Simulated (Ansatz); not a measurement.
Calculated with Ansatz (gas phase, PBE0-D4/def2-TZVP geometries, no zero-point term in ΔE). CBS: MP2 limit from def2 TZ/QZ plus the TZ coupled-cluster correction, frozen cores. This one scheme is used for every species. DFT in def2-TZVPP. B3LYP here is the variant with VWN-RPA as its local correlation; programs differ in this. For As outer-core shells are correlated without core-valence functions, which leaves a few kJ/mol of doubt a bond. Scalar relativity is left out up to krypton. One conformer a species, not always the lowest.

`OC[AsH2]` + `C[SiH3]` → `C[SiH2]C[AsH2]` + H₂O  (formal exchange of groups at a C–O bond)

`OC[AsH2]`:

Cartesian coordinates in Å:
```
O 0.023 1.061 1.272
C 0.223 -0.166 0.618
As 0.577 0.094 -1.334
H -0.818 1.428 0.987
H -0.611 -0.858 0.765
H 1.120 -0.612 1.048
H -0.878 0.427 -1.660
H 0.363 -1.373 -1.696
```

`C[SiH3]`:

```xyz
8

C    -0.906   -0.356   -0.166
Si    0.811    0.318    0.148
H    -1.375    0.155   -1.009
H    -1.543   -0.219    0.711
H    -0.867   -1.423   -0.394
H     1.676    0.133   -1.048
H     1.449   -0.381    1.296
H     0.756    1.772    0.462
```

`C[SiH2]C[AsH2]`:

Cartesian coordinates in Å:
```
C -0.507 -1.616 -0.968
Si 0.690 -0.188 -0.811
C 0.637 0.571 0.902
As -1.185 1.144 1.422
H -0.274 -2.401 -0.244
H -1.535 -1.291 -0.792
H -0.457 -2.053 -1.968
H 0.355 0.866 -1.810
H 2.077 -0.659 -1.094
H 0.954 -0.172 1.639
H 1.328 1.414 0.956
H -0.752 2.191 2.442
H -1.332 2.194 0.327
```

H₂O:

Cartesian coordinates in Å:
```
O -0.354 -0.051 0.154
H -0.029 -0.386 -0.684
H 0.382 0.437 0.530
```

(1) Is it downhill or uphill in electronic energy at CCSD(T)/CBS, and by how much? (An estimate is asked.)

(2) What do these levels give: r2SCAN-D4, B2PLYP, PBE, PBE0, B3LYP, CCSD/def2-TZVPP? (Estimate.)

Largest T1 diagnostic among the species: 0.011.

Results:

(1) The calculation gave: Downhill: ΔE = -109.9 kJ/mol.

(2) The calculation gave: r2SCAN-D4 -98.6, B2PLYP -95.2, PBE -88.7, PBE0 -95.4, B3LYP -84.2, CCSD/def2-TZVPP -102.9 kJ/mol.

In def2-TZVPP, CCSD(T) changes the Hartree–Fock value by −19.2 kJ/mol (the triples alone add −1.7 kJ/mol) and MP2 by −30.1 kJ/mol. The D4 term adds −11.7 kJ/mol with B3LYP and −6.7 kJ/mol with PBE0; it sums over pairs of atoms, weighted by their polarisabilities, and B3LYP, whose exchange is more repulsive, gets the larger term.
